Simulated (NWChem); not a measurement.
Everything below was run with NWChem. System: CH₇AlO₂, charge 0, spin multiplicity 1, at a geometry optimised with B3LYP/def2-SVP. The structure started from a generated list of species. Level: BLYP/def2-TZVP.

Part of the output:

```
             Northwest Computational Chemistry Package (NWChem) 7.3.0
             --------------------------------------------------------

                                NWChem Input Module
                                -------------------

 Scaling coordinates for geometry "geometry" by  1.889725989
 (inverse scale =  0.529177249)

                             Geometry "geometry" -> ""
                             -------------------------

 Output coordinates in angstroms (scale by  1.889725989 to convert to a.u.)

  No.       Tag          Charge          X              Y              Z
 ---- ---------------- ---------- -------------- -------------- --------------
    1 Al                  13.0000    -1.07903100    -0.00361200    -0.44618200
    2 H                    1.0000    -2.25218700    -0.36968900     0.57390700
    3 H                    1.0000    -1.09450500    -0.63440400    -1.91477200
    4 O                    8.0000    -0.34299900     1.56475900    -0.24737900
    5 H                    1.0000    -0.77838900     2.28016400     0.22416400
    6 C                    6.0000     1.68466900    -0.45904700     0.81070500
    7 O                    8.0000     0.52129800    -1.03179400     0.18366300
    8 H                    1.0000     1.92599800    -1.00991000     1.73232700
    9 H                    1.0000     1.42145400     0.58316400     1.02518500
   10 H                    1.0000     2.53925900    -0.47685300     0.11783600
   11 H                    1.0000     0.73137400    -1.83494700    -0.31278600

 Effective nuclear repulsion energy (a.u.)     174.4760665607

            Nuclear Dipole moment (a.u.)
            ----------------------------
        X                 Y               Z
 ---------------- ---------------- ----------------
     0.0000132281     0.0000132281    -0.0000056692


 Summary of "ao basis" -> "" (spherical)
 ------------------------------------------------------------------------------
       Tag                 Description            Shells   Functions and Types
 ---------------- ------------------------------  ------  ---------------------
 *                         def2-tzvp                  on all atoms

                                 NWChem DFT Module
                                 -----------------

 Summary of "ao basis" -> "ao basis" (spherical)
 ------------------------------------------------------------------------------
       Tag                 Description            Shells   Functions and Types
[...]
 Vector   20  Occ=2.000000D+00  E=-2.394537D-01
              MO Center= -5.9D-01,  1.2D+00, -1.0D-01, r^2= 2.0D+00
   Bfn.  Coefficient  Atom+Function         Bfn.  Coefficient  Atom+Function
  ----- ------------  ---------------      ----- ------------  ---------------
    55      0.329035   4 O  px               58      0.259759   4 O  px
    57      0.253628   4 O  pz               60      0.206042   4 O  pz
    61      0.206851   4 O  px               63      0.176743   4 O  pz
    91     -0.163378   6 C  s               157      0.115411   9 H  s
    39      0.113584   2 H  s                16     -0.101555   1 Al py

 Vector   21  Occ=2.000000D+00  E=-2.109539D-01
              MO Center= -1.3D+00,  3.3D-02, -4.6D-01, r^2= 3.4D+00
   Bfn.  Coefficient  Atom+Function         Bfn.  Coefficient  Atom+Function
  ----- ------------  ---------------      ----- ------------  ---------------
    40      0.228196   2 H  s                57     -0.213852   4 O  pz
    39      0.209393   2 H  s                46     -0.206107   3 H  s
    45     -0.184932   3 H  s                17      0.176557   1 Al pz
    60     -0.168924   4 O  pz               63     -0.141047   4 O  pz
    38      0.137327   2 H  s                44     -0.126029   3 H  s

 Vector   22  Occ=0.000000D+00  E=-3.439810D-02
              MO Center=  6.9D-01, -1.6D+00, -2.5D-01, r^2= 4.3D+00
   Bfn.  Coefficient  Atom+Function         Bfn.  Coefficient  Atom+Function
  ----- ------------  ---------------      ----- ------------  ---------------
   169     -1.039123  11 H  s                91      1.009600   6 C  s
   122      0.834680   7 O  s               163     -0.559469  10 H  s
   151     -0.319505   8 H  s               130     -0.284189   7 O  py
   157     -0.278222   9 H  s                98      0.266375   6 C  px
   168     -0.228955  11 H  s                18     -0.214897   1 Al px

 Vector   23  Occ=0.000000D+00  E=-2.018733D-04
              MO Center= -2.5D-01,  6.0D-01,  7.3D-02, r^2= 8.3D+00
   Bfn.  Coefficient  Atom+Function         Bfn.  Coefficient  Atom+Function
  ----- ------------  ---------------      ----- ------------  ---------------
    91      1.774773   6 C  s               163     -0.931838  10 H  s
    19     -0.694461   1 Al py              151     -0.683463   8 H  s
   157     -0.677031   9 H  s                54      0.634398   4 O  s
    83     -0.417628   5 H  s                 5     -0.312012   1 Al s
   169     -0.310158  11 H  s               122     -0.258130   7 O  s

 Vector   24  Occ=0.000000D+00  E= 2.739820D-02
              MO Center=  1.4D+00, -6.0D-03,  7.2D-01, r^2= 8.4D+00
   Bfn.  Coefficient  Atom+Function         Bfn.  Coefficient  Atom+Function
  ----- ------------  ---------------      ----- ------------  ---------------
    91      3.015921   6 C  s               163     -1.449210  10 H  s
   151     -1.381220   8 H  s               122     -0.797445   7 O  s
   157     -0.503410   9 H  s                83      0.494603   5 H  s
   129     -0.433713   7 O  px               54     -0.404756   4 O  s
    99     -0.392032   6 C  py               18     -0.339921   1 Al px

 center of mass
 --------------
 x =  -0.08557838 y =   0.03499150 z =  -0.04534245

 moments of inertia (a.u.)
 ------------------
         330.236283819611         108.006635866035        -134.696909061281
         108.006635866035         408.131347821332          45.436403366498
        -134.696909061281          45.436403366498         574.057992151568

     Multipole analysis of the density
     ---------------------------------

     L   x y z        total         alpha         beta         nuclear
     -   - - -        -----         -----         ----         -------
     0   0 0 0     -0.000000    -21.000000    -21.000000     42.000000

     1   1 0 0      1.385978      0.692982      0.692982      0.000013
     1   0 1 0     -0.619200     -0.309606     -0.309606      0.000013
     1   0 0 1      0.684434      0.342220      0.342220     -0.000006

     2   2 0 0    -24.415628   -110.177787   -110.177787    195.939945
     2   1 1 0     -4.569096     28.253350     28.253350    -61.075795
     2   1 0 1      0.787302    -37.800672    -37.800672     76.388646
     2   0 2 0    -21.134828    -82.099002    -82.099002    143.063176
     2   0 1 1      1.497039     11.363279     11.363279    -21.229520
     2   0 0 2    -27.270177    -41.311827    -41.311827     55.353476

 Task  times  cpu:       53.8s     wall:       53.8s

 Total times  cpu:       53.8s     wall:       53.8s
```

Task: Write an NWChem input that would produce this output.

Result: This is not unique; one that fits is 
```
start mol
memory heap 200 mb stack 800 mb global 1000 mb
geometry units angstroms nocenter noautoz noautosym
  Al    -1.079031    -0.003612    -0.446182
  H     -2.252187    -0.369689     0.573907
  H     -1.094505    -0.634404    -1.914772
  O     -0.342999     1.564759    -0.247379
  H     -0.778389     2.280164     0.224164
  C      1.684669    -0.459047     0.810705
  O      0.521298    -1.031794     0.183663
  H      1.925998    -1.009910     1.732327
  H      1.421454     0.583164     1.025185
  H      2.539259    -0.476853     0.117836
  H      0.731374    -1.834947    -0.312786
end
basis spherical
  * library def2-tzvp
end
dft
  xc becke88 lyp
  semidirect memsize 60000000 filesize 0
  iterations 100
end
task dft energy
```
